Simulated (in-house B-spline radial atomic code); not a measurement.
Configurations of neutral bromine, with energies counted from [Ar] 3d10 4s2 4p5. Method: non-relativistic CAM-B3LYP, spin-polarised, spherical fractional occupations, exact exchange averaged over the configuration, point nucleus. Calculated with a B-spline radial code for spherical atoms. Shells without spins written out take the highest spin.

Occupations are held fixed; configurations that lie above the ionisation limit could autoionise.

```json
{"configuration": "[Ar] 3d10 4s2 4p4 4f1", "E - E(ref) (eV)": "11.07", "highest orbital": "4f up", "its <r> (bohr)": "17.44"}
{"configuration": "[Ar] 3d10 4s1 4p5 5f1", "E - E(ref) (eV)": "23.994", "highest orbital": "5f up", "its <r> (bohr)": "29.74"}
{"configuration": "[Ar] 3d9 4s2 4p5 4d1", "E - E(ref) (eV)": "77.715", "highest orbital": "4d up", "its <r> (bohr)": "6.83"}
{"configuration": "[Ar] 3d9 4s2 4p5 4f1", "E - E(ref) (eV)": "78.822", "highest orbital": "4f up", "its <r> (bohr)": "17.44"}
```

(1) Order these further configurations by energy, lowest first.
A. [Ar] 3d10 4s2 4p4 5d1
B. [Ar] 3d10 4s1 4p5 5p1
C. [Ar] 3d9 4s2 4p6
D. [Ar] 3d10 4s1 4p5 5d1

Results:

(1) A (10.797 eV), B (22.051 eV), D (23.405 eV), C (65.812 eV).
